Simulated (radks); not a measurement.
Kinetic energies: the exact non-interacting value of the Kohn-Sham orbitals and orbital-free approximations, as 100 (|E| - |E exact|)/|E exact|, negative where the magnitude is too small. Species: Yb [Xe] 4f14 6s2; Ba [Xe] 6s2; Pd [Kr] 4d10; Ag [Kr] 4d10 5s1. All-electron calculation, non-relativistic Kohn-Sham, PBE, spin-polarised, spherical densities, point nucleus. Program: a radial shooting solver on a logarithmic mesh with Libxc functionals. Every spin shell is full or empty, so the densities are truly spherical. Functionals are evaluated on that one density, not self-consistently.

functional            Yb       Ba       Pd       Ag
exact (hartree)  13391.6  7883.04  4937.64  5197.38
Thomas-Fermi       -4.89    -5.15    -5.43    -5.39
von Weizsacker    -62.92   -59.95   -57.29   -57.59
TF + vW           +32.19   +34.90   +37.28   +37.02
TF + vW/9          -0.77    -0.70    -0.68    -0.67
TF + vW/5          +2.53    +2.86    +3.12    +3.10
LC94               -0.05    +0.04    +0.07    +0.08
APBEK              -0.02    +0.08    +0.13    +0.13
Perdew 92          -0.76    -0.69    -0.67    -0.66
Thakkar            -0.81    -0.64    -0.54    -0.54
Pearson            -0.94    -0.92    -0.94    -0.93
PG1               +13.02   +14.37   +15.58   +15.45
DePristo-Kress     -0.26    -0.14    -0.08    -0.08
Ernzerhof          -0.54    -0.44    -0.39    -0.39
